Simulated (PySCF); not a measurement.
Molecule: `[SiH3]N([SiH3])[SiH2]Cl`, ClH₈NSi₃.

Bonds (- single, = double, # triple, : aromatic): Si1-N2 1.761 Å, N2-Si3 1.761 Å, N2-Si4 1.733 Å, Si4-Cl5 2.074 Å. Si1 carries H6, H7, H8; Si3 carries H9, H10, H11; Si4 carries H12, H13.

Geometry PBE0-D3(BJ)/def2-SVP throughout; GIAO in PySCF 2.14, gas phase, one conformer, non-relativistic; equivalent atoms averaged; functional PBE0.

For orientation, def2-TZVP gives these shifts δ (against TMS, NH3, HCl at the same level): Si4 -14.0, Si1/Si3 -45.5, N2 20.8, Cl5 37.7, H12/H13 5.68, H6/H7/H8/H9/H10/H11 5.02 ppm.

A run gave: Si4 -11.6, Si1/Si3 -44.0, N2 15.5, Cl5 54.7, H12/H13 5.69, H6/H7/H8/H9/H10/H11 5.01 ppm (shifts δ (against TMS, NH3, HCl at the same level)).

Question: Which basis set was used in that run?
A. 6-31G
B. 6-311+G(2d,p)
C. STO-3G
D. def2-SVP

Answer: B. Cl5 tells them apart best: 6-311+G(2d,p) gives 54.7, STO-3G gives -152.3, 6-31G gives -26.7, def2-SVP gives 28.1 ppm.
